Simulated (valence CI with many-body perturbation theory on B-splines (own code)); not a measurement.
The numbers below are computed, except where a source is named.
**Run record, Tm XXXVII**

Level of theory: relativistic CI+MBPT: five valence electrons over a frozen Dirac-Fock core [Ar] 3d10, radial functions for each j: 9 s, 9 p, 8 d, 6 f, 3 g, 1 h, with the one-electron correlation potential Σ1 (screened to all orders), the two-electron term Σ2, the three-electron term Σ3, Breit, model QED; selected single and double excitations, second order for the rest (own B-spline code, finite nucleus).

Command, and the settings that its task file holds:

```sh
python run_cv.py task.json out
```

```
atom Tm  Z=69  mass_number=169  rms_radius_fm=5.2256
core [Ar] 3d10
valence 4s2 4p3
avg = 1
basis = M
breit = 1
cap = 40000
capref = 1200
cscale = 1
de = 0.0
dress = 0
eps = 2e-08
h = 0.27
hh = 1
l2 = 3
lcore = 6
maxit = 60
n2 = 5
natural = 1
nlev = 45
nno = [5, 5, 5, 4, 2, 1]
nroot = 26
nsp = [4, 4, 3, 2, 1, 0]
pt2 = 1
qed = 1
rpa = 1
s1 = 1
s2 = 1
s3 = 1
screen = 1
tol = 2e-05
```

**Question.** Roughly how long does this run take on one core of Arm Neoverse V1, and how much memory?

**Answer.** 4.5 min on 1 thread of Arm Neoverse V1 (shared host), peak memory 1.3 GiB.

Log. The first blocks belong to the next ion, which gives the ionisation energy. Fields: 2J, parity (1 odd), roots, reference size, generating configurations, candidates as configurations/state functions, variational space P, stored matrix elements, Davidson steps; e2 is the range of second-order energies in hartree. The first line gives the box (bohr), its intervals, the orbitals and the steps of their self-consistent field. Window is the range of levels sought, series limit the energy at which the first omitted orbital would enter, core excitation an estimate of the first excitation out of the core, left out the lowest levels not solved, and shifts from estimates the range by which levels moved from their first estimate, all in cm⁻¹.

```
rmax 4.0 intervals 58 orbitals 63 references ['4s2 4p3', '4s 4p4', '4s2 4p2 4d', '4p5', '4s 4p3 4d'] scf 4 t 1.0
2J=0 par=0 roots 2 ref 22 generators 8 cand 9762/16093 P 1983/2813 nnz 9.4e+05 it 5
2J=0 par=0 roots 2 ref 22 generators 11 cand 13849/26515 P 2877/4259 nnz 1.6e+06 it 5
   second order: generators 23 cand 19276/36781 e2 -0.00003 -0.00003
reference levels 621, estimated 156, window 2397783 1/cm; series limit 8422126, core excitation 10545067
2J=3 par=1 roots 7 ref 39 generators 22 cand 36901/413078 P 1841/7996 nnz 5.4e+06 it 9
2J=3 par=1 roots 7 ref 39 generators 40 cand 45670/583448 P 7002/39996 nnz 9.4e+07 it 9
   second order: generators 59 cand 52371/828446 e2 -0.00115 -0.00013
2J=5 par=1 roots 6 ref 39 generators 19 cand 36612/481424 P 1624/8000 nnz 5.8e+06 it 9
2J=5 par=1 roots 6 ref 39 generators 38 cand 48091/796147 P 6282/39990 nnz 9.6e+07 it 9
   second order: generators 58 cand 60026/1191321 e2 -0.00151 -0.00052
2J=1 par=1 roots 4 ref 24 generators 16 cand 30598/199130 P 2483/7997 nnz 5.1e+06 it 5
2J=1 par=1 roots 4 ref 24 generators 30 cand 40410/304040 P 9261/39340 nnz 8.2e+07 it 8
   second order: generators 45 cand 46931/428210 e2 -0.00027 -0.00007
2J=3 par=0 roots 12 ref 99 generators 31 cand 42802/517729 P 1764/7999 nnz 5.5e+06 it 8
2J=3 par=0 roots 12 ref 99 generators 45 cand 50895/691772 P 6884/39991 nnz 9.3e+07 it 9
   second order: generators 67 cand 54967/863933 e2 -0.00165 -0.00046
2J=5 par=0 roots 11 ref 111 generators 29 cand 40800/557660 P 1674/7993 nnz 5.6e+06 it 8
2J=5 par=0 roots 11 ref 111 generators 46 cand 51579/898023 P 6361/39999 nnz 9.5e+07 it 9
   second order: generators 69 cand 57750/1166676 e2 -0.00257 -0.00074
2J=1 par=0 roots 9 ref 59 generators 28 cand 39629/284543 P 2504/8000 nnz 4.8e+06 it 9
2J=1 par=0 roots 9 ref 59 generators 40 cand 46472/372353 P 9905/39995 nnz 7.8e+07 it 9
   second order: generators 67 cand 56570/533764 e2 -0.00062 -0.00010
2J=7 par=0 roots 5 ref 93 generators 16 cand 34218/475253 P 1491/7962 nnz 6.3e+06 it 5
2J=7 par=0 roots 5 ref 93 generators 32 cand 45132/801058 P 5345/40000 nnz 1.2e+08 it 7
   second order: generators 48 cand 50328/993458 e2 -0.00065 -0.00049
2J=9 par=0 roots 2 ref 64 generators 9 cand 21553/295233 P 1522/8000 nnz 8.1e+06 it 5
2J=9 par=0 roots 2 ref 64 generators 20 cand 36849/579896 P 4706/34896 nnz 1.2e+08 it 6
   second order: generators 34 cand 42765/791647 e2 -0.00025 -0.00022
2J=7 par=1 roots 4 ref 31 generators 16 cand 34372/463424 P 1591/7999 nnz 5.9e+06 it 9
2J=7 par=1 roots 4 ref 31 generators 34 cand 49875/843578 P 5797/39982 nnz 1e+08 it 10
   second order: generators 54 cand 65486/1396873 e2 -0.00092 -0.00076
2J=9 par=1 roots 2 ref 16 generators 10 cand 27728/331613 P 1589/8000 nnz 6.9e+06 it 6
2J=9 par=1 roots 2 ref 16 generators 25 cand 43227/751698 P 5580/39742 nnz 1e+08 it 9
   second order: generators 41 cand 47806/969135 e2 -0.00122 -0.00046
left out: unestimated 3447584, estimated 2604725, shifts from estimates -50 to 59
operators 2.4
```

The Davidson iterations converged.

No measured spectrum was set against this ion. As an estimate, large intervals hold to a few tenths of a per cent, small ones and those within an open d or f shell to about a per cent. Among the levels kept, up to 310 cm⁻¹ of a level comes from second order outside the variational space, and about a tenth of that is noise between levels of different J, which matters for small intervals.

- Valence energy: -327.158 hartree
- Ionisation energy: 1593 eV (NIST: 1591 ± 5 eV (theoretical))
- Reference configurations for the orbitals: 4s2 4p3, 4s 4p4, 4s2 4p2 4d, 4p5, 4s 4p3 4d
- Radial orbitals: 63
- Box radius: 4.036 bohr
- Largest variational space: 40000
- Lowest levels: (4s^2 4p1/2^2 4p3/2) J=3/2 0, (4s^2 4p1/2 4p3/2^2) J=3/2 481720, (4s^2 4p1/2 4p3/2^2) J=5/2 521370, (4s^2 4p1/2 4p3/2^2) J=1/2 571150, (4s^2 4p3/2^3) J=3/2 1059700, (4s^2 4p1/2^2 4d3/2) J=3/2 1093700, (4s 4p1/2^2 4p3/2^2) J=5/2 1146200, (4s 4p1/2^2 4p3/2^2) J=1/2 1277900, (4s^2 4p1/2^2 4d5/2) J=5/2 1279200, (4s 4p1/2^2 4p3/2^2) J=3/2 1297900, (4s^2 4p1/2 4p3/2 4d3/2) J=3/2 [a] 1574100, (4s^2 4p1/2 4p3/2 4d3/2) J=5/2 [a] 1576500, (4s^2 4p1/2 4p3/2 4d3/2) J=1/2 [a] 1578900, (4s^2 4p1/2 4p3/2 4d3/2) J=7/2 1616200 cm⁻¹

Levels are named by their leading jj configuration (3d3/2^4 stands for four electrons in 3d with j = 3/2), which in mixed levels can hold well under half, so a name can repeat and another be missing. Letters in brackets count levels of one name in rising energy.
